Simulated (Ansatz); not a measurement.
`N[SiH2]O[Si](N)(O)O`, charge 0, multiplicity 1.

(1) Give a relaxed structure at PBE0-D4/def2-TZVP (the Gaussian-basis code of Ansatz). (Best estimate.)

Answers

(1) The calculation gave: 
```xyz
15

N     0.4870    0.8353   -2.1180
Si   -0.8311   -0.1716   -1.6729
O    -0.9592   -0.3628   -0.0572
Si   -0.0611   -0.3985    1.3054
N     1.0840    0.8419    1.1466
O     0.6465   -1.8557    1.5272
O    -1.0392   -0.2212    2.6059
H     0.3532    1.8075   -2.3406
H     1.2877    0.4524   -2.5920
H    -2.1008    0.4500   -2.1204
H    -0.6100   -1.4984   -2.2987
H     1.8512    0.9311    1.7912
H     1.3303    1.1234    0.2088
H     0.1150   -2.5190    1.9702
H    -1.5536    0.5858    2.6447
```
This is one stationary point; other conformers may exist.
